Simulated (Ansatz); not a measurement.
`[OH][W]([OH])(=[S])=[S]` + HCl → `[OH][W](=[S])(=[S])[Cl]` + H₂O at 500 K and 1 bar (ligand exchange at a W–O bond).

Isolated molecules relaxed with PBE0-D4/def2-TZVP in Ansatz; ΔE leaves out vibrations. CBS: MP2 limit from def2 TZ/QZ plus the TZ coupled-cluster correction, frozen cores. This one scheme is used for every species. def2 core potentials past Kr. For W outer-core shells are correlated without core-valence functions, which leaves a few kJ/mol of doubt a bond. One conformer a species, not always the lowest.

| species | CCSD(T)/CBS energy (Eh) | H − E (kJ/mol) | S (J/(mol·K)) |
| --- | --- | --- | --- |
| `[OH][W]([OH])(=[S])=[S]` | -1014.23739 | 125.0 | 426.7 |
| HCl | -460.38127 | 32.5 | 201.9 |
| `[OH][W](=[S])(=[S])[Cl]` | -1398.25209 | 91.1 | 423.8 |
| H₂O | -76.37941 | 73.2 | 206.3 |

H − E and S are ideal-gas, rigid-rotor, harmonic terms from PBE0-D4/def2-TZVP, for one conformer and one mirror image of each species. 1 Eh = 2625.50 kJ/mol, R = 8.31446 J/(mol·K).

Task: By hand: ΔE, ΔH, ΔS and ΔG.

Result: ΔE = (-1398.25209) + (-76.37941) − (-1014.23739) − (-460.38127) = -0.01284 Eh = -33.7 kJ/mol. Δ(H − E) = 91.1 + 73.2 − 125.0 − 32.5 = 6.8, so ΔH = -26.9 kJ/mol. ΔS = 423.8 + 206.3 − 426.7 − 201.9 = 1.5 J/(mol·K). ΔG = -26.9 − 500 × (1.5)/1000 = -27.6 kJ/mol.

Task: By hand: the equilibrium constant, and the temperature at which ΔG would vanish if ΔH and ΔS stayed fixed.

Result: log₁₀ K = −ΔG/(RT ln 10) = 2.9. ΔH and −TΔS have one sign here, so there is no such temperature.

The number of gas molecules stays the same, so ΔS is small and ΔH decides. A doubt of 5 kJ/mol in ΔE shifts log₁₀ K by 0.5 here. Other conformers and mirror images would add mixing entropy, several J/(mol·K) or more a flexible species. These are equilibria of isolated gas molecules and say nothing of rates. Largest T1 diagnostic: 0.023 (customary marks: 0.02 for closed shells, 0.045 for open ones).

ΔS is within the doubt of such terms, so its sign, and with it that verdict, could turn.
